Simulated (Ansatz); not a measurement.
trans-(1R,2R)-1-chloro-2-methylcyclopropane (C4H7Cl), SMILES [C@H]1(C[C@H]1Cl)C.

The structure is a stationary point at TPSSh-D3(BJ)/def2-SVP.

Two levels are set side by side: PBE/def2-SVPD (Ansatz, a program for electronic structure) and CAM-B3LYP/def2-SVPD (Ansatz). Energy differences of separate SCF runs at the same geometry; the states with an electron removed or added have multiplicity 2 and 2. Differences are taken from unrounded values.

```json
[
 {"quantity": "vertical ionisation energy (eV)", "PBE": "9.54"},
 {"quantity": "vertical singlet–triplet gap (eV)", "PBE": "5.72"}
]
```

Task: These are the PBE values. What does CAM-B3LYP give? (An estimate is asked for; the answer gives what the named calculation found.)

Result: 
| quantity | CAM-B3LYP | PBE minus CAM-B3LYP |
|---|---|---|
| vertical ionisation energy (eV) | 10.04 | -0.50 |
| vertical singlet–triplet gap (eV) | 6.29 | -0.57 |
